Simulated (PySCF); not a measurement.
## Substituent chemical shifts

Parent skeleton `[F:1][CH:2]1[SiH2:3][SiH:4]([F:5])[SiH2:6]1`; one hydrogen on atom 2 is replaced by X. Hydrogens on one atom are averaged.

One averaged value for each set of equivalent atoms, no solvent model, non-relativistic Hamiltonian, one computed conformer. Shieldings: GIAO PBE0/pcSseg-1; coordinates at the GFN2-xTB level; PySCF 2.14.

Referencing at the same level of theory: ¹⁹F (σref 170.95) against CFCl3; TMS for ¹³C (σref 186.93) and ²⁹Si (σref 349.16) and ¹H (σref 31.72).

Parent (X = H): F1 -277.0, C2 87.3, Si3/Si6 -43.8, Si4 62.8, F5 -235.9, H(Si3)/H(Si6) 4.86, H(Si4) 6.99 ppm. Effects are Δδ = δ(X) − δ(H), positive for deshielding.

Known members:
```csv
X,F1,C2,Si3/Si6,Si4,F5,H(Si3)/H(Si6),H(Si4)
COCH3,+57.9,+18.3,+16.5,-83.6,+67.6,-0.10,-1.21
CH2NH2,+48.1,+22.1,-7.6,-4.9,-3.9,-0.16,-0.05
ethynyl,+52.0,+2.8,+10.9,-12.8,+3.7,+0.09,-0.28
nPr,+49.8,+17.6,-3.3,-10.0,-2.5,-0.19,-0.13
propynyl,+64.8,+3.6,+13.7,-8.4,-17.3,+0.08,-0.26
```

Four more derivatives gave (Δδ, ppm):
```csv
compound,F1,C2,Si3/Si6,Si4,F5,H(Si3)/H(Si6),H(Si4)
1,+51.0,+18.1,+19.3,-19.4,-5.1,+0.15,-0.18
2,+50.8,+11.0,-4.2,-21.9,-4.5,+0.04,-0.50
3,+173.5,+60.1,+8.1,-22.5,-20.2,+0.02,-0.32
4,+99.8,+16.3,+2.6,-27.3,-2.0,+0.15,-0.54
```

Problem. Their substituents are CHCl2, CHF2, CHO, F. Which is which?

Solution. 1: X = CHO (O=C[C@]1(F)[SiH2][Si@H](F)[SiH2]1); 2: X = CHF2 (FC(F)[C@]1(F)[SiH2][Si@@H](F)[SiH2]1); 3: X = F (F[SiH]1[SiH2]C(F)(F)[SiH2]1); 4: X = CHCl2 (F[Si@H]1[SiH2][C@](F)(C(Cl)Cl)[SiH2]1).

Unscaled 19F shifts against computed CFCl3 carry errors that often reach 10 to 50 ppm.
